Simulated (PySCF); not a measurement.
Te(Cl)(NMe2) (C₂H₆ClNTe), SMILES CN(C)[Te]Cl.

Geometry optimised at PBE0-D3(BJ)/def2-SVP. This is a generated structure with no PubChem entry under its InChIKey; it may be hypothetical. The def2 effective core potentials stand for the cores of Te; spin–orbit coupling is left out. One conformer was computed; it need not be the lowest.

Two levels are set side by side: PBE/def2-TZVP (PySCF) and HF/def2-TZVP (PySCF). Same geometry, gas phase. Differences are taken from unrounded values.

| quantity | HF | PBE | PBE minus HF |
|---|---|---|---|
| orbital gap (eV) | 9.94 | 2.33 | -7.62 |
| highest occupied level (eV) | -8.78 | -5.12 | 3.66 |
| lowest empty level (eV) | 1.16 | -2.80 | -3.96 |
| dipole moment (D) | 2.78 | 2.85 | 0.06 |
| mean polarisability (bohr³) | 78.3 | 86.7 | 8.4 |

Without exact exchange PBE keeps part of each electron's self-repulsion, which lifts occupied levels and narrows the gap. PBE's more diffuse valence density responds more strongly to a field. Differences between two approximate levels are no errors against the true value.

Rough cost on one machine, each run with all the roots and properties that it gave: HF against PBE about 1/3.
